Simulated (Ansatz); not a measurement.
Born–Oppenheimer molecular dynamics of CH6AlCl2NO (12 atoms, charge 0, multiplicity 1). It starts from a rough guess of a transition structure, not a stationary point.

Theory: UKS BLYP-D4/STO-3G (Ansatz 0.2.0).

| Item | Value |
| --- | --- |
| ensemble | NVE (velocity Verlet) |
| time step | 0.5 fs |
| steps asked | 150 |
| starting velocities drawn for | 100 K |
| seed | 898945 |

First frame:

```xyz
12
Properties=species:S:1:pos:R:3
Al -0.559 1.149 1.177
N 0.672 -0.404 0.138
C 0.191 -1.631 -0.468
Cl -2.497 0.563 1.172
Cl 0.554 2.204 2.486
H 0.445 0.688 -0.609
O -0.015 1.867 -0.809
H 1.662 -0.464 0.345
H -0.885 -1.554 -0.626
H 0.673 -1.814 -1.435
H 0.379 -2.496 0.175
H -0.621 1.893 -1.547
```

Task: How far do the bonds stretch over the last three quarters of this one trajectory? (Pairs bonded in most of those frames.)

Result: 
| bond | mean (Å) | spread (Å) | shortest | longest |
| --- | --- | --- | --- | --- |
| Al1–N2 | 1.854 | 0.072 | 1.75 | 1.98 |
| Al1–Cl4 | 2.123 | 0.077 | 2.01 | 2.25 |
| Al1–Cl5 | 2.099 | 0.070 | 2.01 | 2.21 |
| Al1–O7 | 1.864 | 0.177 | 1.63 | 2.12 |
| N2–C3 | 1.535 | 0.109 | 1.38 | 1.72 |
| N2–H8 | 1.069 | 0.038 | 1.01 | 1.13 |
| C3–H9 | 1.113 | 0.018 | 1.08 | 1.14 |
| C3–H10 | 1.114 | 0.016 | 1.08 | 1.14 |
| C3–H11 | 1.115 | 0.025 | 1.08 | 1.16 |
| O7–H12 | 1.053 | 0.071 | 0.94 | 1.17 |

Pairs bonded in part of these frames only: Al1–H6 22 %, N2–H6 32 %, H6–O7 35 %.

Mean temperature of the second half: 917 K. The conserved energy stayed within 0.95 meV per atom of its start (net change -0.59 meV per atom), so the integration is sound. The kinetic energy rose, since the run started high on the potential surface and went downhill. A run of 0.075 ps of so small a system gives no equilibrium averages. The orbitals were unrestricted but ended closed-shell. Limits of this set-up: minimal basis.

Time of the run: 6.4 min on 1 thread of Intel(R) Xeon(R) 6975P-C (Granite Rapids), with other jobs on the host, peak memory 0.15 GiB.
